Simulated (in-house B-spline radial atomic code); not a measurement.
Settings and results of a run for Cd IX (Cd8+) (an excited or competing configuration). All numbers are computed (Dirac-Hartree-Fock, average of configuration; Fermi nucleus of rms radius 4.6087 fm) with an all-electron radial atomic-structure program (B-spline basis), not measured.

Command:
```bash
python run_scf.py task.json out
```
Settings (nuclear radius in fm, mass in u):
```
Z                48
configuration    [Kr] 4d3 5s1
hamiltonian      dirac
method           hf
spin_polarised   False
nucleus          fermi
rms_radius       4.6087
atomic_mass      113.90336
speed_of_light   137.035999084
```

Output (hartree, bohr):
```
 radial grid: 67 intervals, B-splines of order 8, outer radius 16.6667 bohr

 iter        energy (Eh)    residual
    1       -5561.580177    9.72e-01
    2       -5571.952215    2.99e-01
    3       -5573.085643    8.85e-02
    4       -5573.203974    3.15e-02
    5       -5573.216922    1.21e-02
    6       -5573.218609    7.80e-04
    7       -5573.218617    4.76e-05
    8       -5573.218617    1.67e-06
    9       -5573.218617    6.67e-08

 total energy                     -5573.21862
 kinetic                            5846.3430
 electron-nucleus                 -13299.7177
 electron-electron                  1880.1560

 first-order corrections (not in the total)
   Gaunt                             4.2772
   retardation                      -0.4339
   frequency dependence             -0.0346
   self-energy                       2.8932
   Uehling                          -0.3651
   Wichmann-Kroll                    0.0070
   recoil                            0.0185

 orbital      occ     eigenvalue          <r>       <r^2>       <1/r>     <1/r^3>       r_max    small
 1s1/2      2.000      -993.1520    0.0303908  0.00124926     50.6412           -     0.01968  3.10e-02
 2s1/2      2.000      -155.6586     0.131033    0.020308     11.7185           -      0.1112  6.54e-03
 2p1/2      2.000      -144.8707     0.111302   0.0152228     11.6609           -     0.08606  6.52e-03
 2p3/2      4.000      -137.7647     0.116424   0.0165292     10.9314     3741.03     0.09037  6.25e-03
 3s1/2      2.000       -35.0514     0.355306    0.144422     4.13738           -      0.3226  1.88e-03
 3p1/2      2.000       -30.6832     0.347188    0.140018     4.03448           -      0.3097  1.81e-03
 3p3/2      4.000       -29.3686     0.357656    0.148384     3.86035     690.156      0.3194  1.74e-03
 3d3/2      4.000       -21.7166     0.330767    0.129941     3.68266     105.903       0.264  1.61e-03
 3d5/2      6.000       -21.4532     0.334169    0.132478     3.63722     99.5403      0.2668  1.59e-03
 4s1/2      2.000        -9.9688     0.842362    0.797294     1.63905           -      0.7797  5.11e-04
 4p1/2      2.000        -8.3469     0.881705    0.879005      1.5414           -      0.8065  4.65e-04
 4p3/2      4.000        -8.0894     0.903255    0.922021     1.49297     128.649       0.827  4.48e-04
 4d3/2      1.200        -5.7567      1.00315     1.15345     1.30393     16.4279       0.892  3.59e-04
 4d5/2      1.800        -5.7171      1.01064     1.17035     1.29216     15.4167      0.8991  3.55e-04
 5s1/2      1.000        -3.9243       1.7739     3.49291    0.750708           -       1.703  1.60e-04
```

Cost of the run: 1.6 s on 1 thread of Arm Neoverse N1, with other jobs on the host.

For the Dirac Hamiltonian the kinetic term is c α·p + (β - 1)c².
